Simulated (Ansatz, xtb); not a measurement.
**Isomers of C2H5BrGeSi in order of energy**

4 gas-phase structures of C2H5BrGeSi, from a drawn sample of its isomers (lower ones may exist). Each was relaxed with GFN2-xTB; where two conformers were screened, the lower at r2SCAN-D4/def2-SVP is listed:

A. `C#[C][Ge@@H]([SiH3])[Br]`, a singlet
B. `C#C[Si@@H]([GeH3])Br`, a singlet
C. `C#[C][GeH2][SiH2]Br`, a singlet
D. `C#C[SiH2][GeH2][Br]`, a singlet

Task: Which do you expect lowest at r2SCAN-D4/def2-SVP, and how would the others follow?

Result: Calculated order at r2SCAN-D4/def2-SVP: B (0.0), D (9.8), C (21.5), A (26.8) kJ/mol.

Energies above the lowest of each column, in kJ/mol; the last columns are at PBE0-D3(BJ)/def2-SVP geometries:

| structure | GFN2-xTB | HF/STO-3G | r2SCAN-D4/def2-SVP | PBE0-D3(BJ)/def2-SVP | CCSD(T)/def2-SVP + ΔMP2/def2-TZVPP |
| --- | --- | --- | --- | --- | --- |
| B | 41.0 | 0.0 | 0.0 | 0.0 | 0.0 |
| D | 2.5 | 16.2 | 9.8 | 10.4 | 10.9 |
| C | 26.9 | 4.0 | 21.5 | 21.6 | 17.4 |
| A | 0.0 | 11.4 | 26.8 | 27.3 | 22.7 |

CCSD(T)/def2-SVP + ΔMP2/def2-TZVPP puts B lowest; GFN2-xTB picks A. Flexible structures stand in one conformer each, not always the lowest. ΔMP2 is the change of the MP2 energy from the smaller to the larger basis.

Over these structures GFN2-xTB departs from r2SCAN-D4/def2-SVP by 20.1 kJ/mol on average once a common shift is removed. A GFN2-xTB relaxation took about 0.083 s and the r2SCAN-D4/def2-SVP energy about 3.5 s on a shared host (Ansatz 0.2.0, xtb 6.7.1).
